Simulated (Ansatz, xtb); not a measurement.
# C4H12BNSi: 3 structures ranked

3 gas-phase structures of C4H12BNSi, from a drawn sample of its isomers (lower ones may exist). Each was relaxed with GFN2-xTB; where two conformers were screened, the lower at r2SCAN-D4/def2-SVP is listed:

A. `CB(C)N1CC[SiH2]1`, a singlet
B. `BN1C[C@H](C)C[SiH2]1`, a singlet
C. `BN([SiH3])C1CCC1`, a singlet

Question: Which do you expect lowest at r2SCAN-D4/def2-SVP, and how would the others follow?

Answer: Calculated order at r2SCAN-D4/def2-SVP: A (0.0), B (3.5), C (33.1) kcal/mol.

Energies above the lowest of each column, in kcal/mol; the last columns are at B3LYP/def2-SVP geometries:

```
structure  GFN2-xTB  HF/STO-3G  r2SCAN-D4/def2-SVP  B3LYP/def2-SVP  CCSD(T)/def2-SVP + ΔMP2/def2-TZVPP
        A      20.2        6.4                 0.0             0.0                                 0.0
        B       0.0        0.0                 3.5             3.6                                 1.8
        C      12.1       33.9                33.1            31.1                                30.1
```

CCSD(T)/def2-SVP + ΔMP2/def2-TZVPP puts A lowest; GFN2-xTB picks B, HF/STO-3G picks B. Flexible structures stand in one conformer each, not always the lowest. The ΔMP2 step shifts differences by up to 3.8 kcal/mol, which makes them less sure. ΔMP2 is the change of the MP2 energy from the smaller to the larger basis.

Programs: Ansatz 0.2.0, xtb 6.7.1.
